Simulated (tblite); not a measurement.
Compound: C6H15BN2O.
Numbering: `[CH3:1][NH:2][B:3]([CH3:4])/[N:5]=[C:6](\[CH3:7])[CH2:8][O:9][CH3:10]` (hydrogens: H11, H12, H13 on C1; H14 on N2; H15, H16, H17 on C4; H18, H19, H20 on C7; H21, H22 on C8; H23, H24, H25 on C10)

Computed with GFN2-xTB (tblite), gas phase: L-BFGS steps from a force-field or distance-geometry start until the largest atomic force falls under 0.01 eV/Å.

Step 89: E = -861.5293 eV
```
atom  x, y, z in Å  |  force x, y, z in eV/Å
C1     -2.7168   -1.2277   -1.6575    0.014  -0.002  -0.008
N2     -2.8781   -0.3804   -0.5026    0.010   0.029   0.003
B3     -1.8629    0.2195    0.2605   -0.025  -0.010  -0.022
C4     -2.2531    1.1872    1.4733   -0.006  -0.014   0.016
N5     -0.5257    0.1142   -0.0956    0.012  -0.001   0.006
C6      0.6145   -0.3663    0.0198    0.006  -0.019   0.055
C7      0.9722   -1.5857    0.8233    0.000  -0.045   0.019
C8      1.7988    0.2932   -0.6624   -0.002   0.030   0.001
O9      2.7911    0.5508    0.3107    0.014   0.040  -0.032
C10     3.8086    1.3957   -0.1534    0.031   0.017  -0.023
H11    -3.2231   -0.8042   -2.5318    0.009  -0.020  -0.003
H12    -3.1248   -2.2287   -1.4753   -0.001  -0.001  -0.018
H13    -1.6554   -1.3190   -1.8824   -0.020  -0.006   0.007
H14    -3.8445   -0.2001   -0.2793    0.028   0.008   0.003
H15    -2.5015    2.1804    1.1052    0.002  -0.002  -0.021
H16    -1.4389    1.3038    2.1826    0.004  -0.006   0.016
H17    -3.1216    0.8188    2.0140    0.003  -0.009   0.010
H18     1.7085   -1.3026    1.5747   -0.030  -0.013  -0.043
H19     0.0904   -2.0016    1.3040    0.007   0.023  -0.008
H20     1.4255   -2.3372    0.1756   -0.031   0.050   0.041
H21     2.1982   -0.3757   -1.4426    0.030  -0.012  -0.030
H22     1.4758    1.2266   -1.1420   -0.033   0.025   0.010
H23     3.4106    2.3729   -0.4580   -0.008  -0.022   0.019
H24     4.5025    1.5326    0.6753   -0.014  -0.022  -0.038
H25     4.3389    0.9578   -1.0103   -0.001  -0.017   0.040
```

Step 90: E = -861.5299 eV
```
atom  x, y, z in Å  |  force x, y, z in eV/Å
C1     -2.7159   -1.2241   -1.6593    0.009  -0.030  -0.008
N2     -2.8787   -0.3731   -0.5085    0.011   0.028   0.022
B3     -1.8628    0.2190    0.2592   -0.017  -0.023  -0.026
C4     -2.2534    1.1815    1.4745   -0.002   0.013   0.033
N5     -0.5254    0.1115   -0.0956   -0.018  -0.004   0.023
C6      0.6153   -0.3664    0.0245    0.019  -0.004   0.026
C7      0.9738   -1.5843    0.8294   -0.044  -0.016   0.006
C8      1.7966    0.2943   -0.6613    0.003   0.040  -0.004
O9      2.7916    0.5516    0.3076    0.041   0.031   0.002
C10     3.8102    1.3945   -0.1579    0.016   0.034  -0.005
H11    -3.2190   -0.8052   -2.5361    0.002   0.007  -0.034
H12    -3.1258   -2.2228   -1.4760   -0.024  -0.039  -0.001
H13    -1.6552   -1.3222   -1.8794    0.011   0.013  -0.006
H14    -3.8454   -0.1952   -0.2840    0.034   0.012   0.001
H15    -2.5020    2.1747    1.1068   -0.006   0.008  -0.018
H16    -1.4386    1.2998    2.1832   -0.008  -0.016   0.014
H17    -3.1222    0.8124    2.0147    0.017  -0.007   0.007
H18     1.7054   -1.3040    1.5836    0.008   0.021  -0.003
H19     0.0904   -2.0000    1.3043   -0.029   0.000   0.021
H20     1.4295   -2.3344    0.1854   -0.002   0.004  -0.012
H21     2.1924   -0.3727   -1.4439    0.041  -0.033  -0.042
H22     1.4719    1.2275   -1.1399   -0.043   0.033   0.012
H23     3.4133    2.3735   -0.4578   -0.014  -0.012   0.005
H24     4.5064    1.5300    0.6691   -0.013  -0.033  -0.036
H25     4.3369    0.9583   -1.0168    0.008  -0.027   0.025
```

Step 91: E = -861.5306 eV
```
atom  x, y, z in Å  |  force x, y, z in eV/Å
C1     -2.7139   -1.2189   -1.6650   -0.012  -0.027  -0.010
N2     -2.8798   -0.3707   -0.5114    0.009  -0.005  -0.020
B3     -1.8643    0.2162    0.2602   -0.009  -0.014  -0.011
C4     -2.2556    1.1773    1.4767    0.001   0.019   0.021
N5     -0.5268    0.1062   -0.0930    0.008  -0.024   0.041
C6      0.6154   -0.3682    0.0310    0.012   0.009  -0.002
C7      0.9777   -1.5821    0.8406   -0.032  -0.009   0.003
C8      1.7929    0.2945   -0.6604    0.021   0.025  -0.007
O9      2.7948    0.5478    0.3029    0.031   0.020  -0.010
C10     3.8113    1.3915   -0.1660    0.009   0.032  -0.001
H11    -3.2092   -0.7950   -2.5456    0.022  -0.003   0.008
H12    -3.1303   -2.2171   -1.4880   -0.014  -0.012  -0.003
H13    -1.6516   -1.3216   -1.8771   -0.004   0.014  -0.008
H14    -3.8465   -0.1932   -0.2875    0.028   0.013  -0.004
H15    -2.5051    2.1701    1.1085   -0.010   0.005  -0.014
H16    -1.4408    1.2973    2.1851   -0.005  -0.020   0.017
H17    -3.1237    0.8069    2.0172    0.018  -0.007   0.006
H18     1.7020   -1.2938    1.6006   -0.030   0.008  -0.026
H19     0.0916   -2.0028    1.3071   -0.004   0.000   0.026
H20     1.4462   -2.3307    0.2025   -0.020   0.028   0.002
H21     2.1841   -0.3708   -1.4487    0.023  -0.007  -0.016
H22     1.4645    1.2299   -1.1337   -0.031   0.014   0.019
H23     3.4112    2.3719   -0.4573    0.003  -0.015  -0.001
H24     4.5129    1.5215    0.6575   -0.013  -0.027  -0.040
H25     4.3322    0.9582   -1.0302   -0.002  -0.018   0.030
```

Step 92: E = -861.5312 eV
```
atom  x, y, z in Å  |  force x, y, z in eV/Å
C1     -2.7137   -1.2181   -1.6669   -0.027  -0.031  -0.003
N2     -2.8782   -0.3683   -0.5140    0.008  -0.018  -0.028
B3     -1.8634    0.2156    0.2599    0.012   0.000   0.003
C4     -2.2573    1.1754    1.4776    0.008   0.013   0.015
N5     -0.5252    0.1053   -0.0913   -0.020  -0.016   0.043
C6      0.6169   -0.3686    0.0335    0.023   0.011  -0.017
C7      0.9775   -1.5822    0.8444    0.004   0.003  -0.010
C8      1.7932    0.2955   -0.6597    0.020   0.012  -0.004
O9      2.7966    0.5489    0.3018    0.026   0.005   0.000
C10     3.8125    1.3917   -0.1696    0.001   0.014   0.001
H11    -3.2073   -0.7937   -2.5481    0.022   0.000   0.007
H12    -3.1341   -2.2151   -1.4895   -0.003   0.001  -0.004
H13    -1.6516   -1.3236   -1.8782   -0.001   0.011  -0.007
H14    -3.8442   -0.1894   -0.2893    0.014   0.011  -0.007
H15    -2.5077    2.1685    1.1098   -0.010  -0.004  -0.007
H16    -1.4435    1.2952    2.1872   -0.005  -0.017   0.012
H17    -3.1250    0.8025    2.0172    0.017  -0.001   0.000
H18     1.6999   -1.2925    1.6060   -0.036   0.005  -0.025
H19     0.0902   -2.0022    1.3079   -0.011  -0.010   0.033
H20     1.4496   -2.3301    0.2079   -0.029   0.029   0.006
H21     2.1853   -0.3694   -1.4491    0.004   0.013  -0.005
H22     1.4616    1.2317   -1.1304   -0.020  -0.006   0.016
H23     3.4095    2.3717   -0.4576    0.025  -0.009  -0.010
H24     4.5170    1.5185    0.6516   -0.011  -0.013  -0.035
H25     4.3305    0.9570   -1.0352   -0.010  -0.002   0.027
```

**Question.** Estimate the geometry and energy of step 93. (The exact step hangs on the optimiser's Hessian estimate; all steps are aligned on step 92, rigid shifts and turns removed.)

**Answer.** E = -861.5317 eV, largest force 0.047 eV/Å
```
atom  x, y, z in Å  |  force x, y, z in eV/Å
C1     -2.7140   -1.2179   -1.6686   -0.017  -0.015  -0.004
N2     -2.8764   -0.3650   -0.5180    0.006  -0.018  -0.016
B3     -1.8622    0.2151    0.2593    0.011   0.012   0.017
C4     -2.2588    1.1730    1.4787    0.012   0.001  -0.005
N5     -0.5239    0.1039   -0.0890   -0.001  -0.013   0.037
C6      0.6190   -0.3684    0.0363   -0.003   0.012  -0.026
C7      0.9771   -1.5819    0.8481   -0.004   0.012  -0.007
C8      1.7939    0.2971   -0.6588    0.014  -0.009   0.003
O9      2.7989    0.5510    0.3009    0.007  -0.014   0.004
C10     3.8140    1.3924   -0.1735   -0.004  -0.005   0.003
H11    -3.2051   -0.7935   -2.5509    0.016   0.002   0.000
H12    -3.1382   -2.2125   -1.4892    0.000  -0.009  -0.005
H13    -1.6519   -1.3261   -1.8794   -0.004   0.003  -0.004
H14    -3.8414   -0.1840   -0.2918    0.000   0.007  -0.014
H15    -2.5103    2.1660    1.1111   -0.010  -0.008   0.001
H16    -1.4464    1.2920    2.1896    0.002  -0.011   0.012
H17    -3.1259    0.7970    2.0169    0.011   0.002  -0.002
H18     1.6972   -1.2923    1.6111   -0.027   0.009  -0.009
H19     0.0877   -2.0016    1.3092    0.005  -0.004   0.024
H20     1.4515   -2.3289    0.2134   -0.023   0.009  -0.006
H21     2.1861   -0.3676   -1.4495   -0.011   0.033   0.010
H22     1.4583    1.2333   -1.1272   -0.007  -0.014   0.013
H23     3.4091    2.3721   -0.4581    0.041   0.003  -0.022
H24     4.5217    1.5155    0.6447    0.000   0.004  -0.014
H25     4.3291    0.9558   -1.0395   -0.013   0.008   0.008
```

The energy changes by -0.0005 eV. The first-order estimate −F·Δx gives -0.0008 eV and the mean of the old and new forces, exact on a quadratic surface, -0.0005 eV. The step makes an angle of 75° with the force vector and moves no atom by more than 0.009 Å.

What follows is the cost of the whole relaxation. On one thread, Intel Xeon at 2.50 GHz (x86_64), no GPU, shared host with 64 logical CPUs at a one-minute load of 62, this took 5.2 s wall.
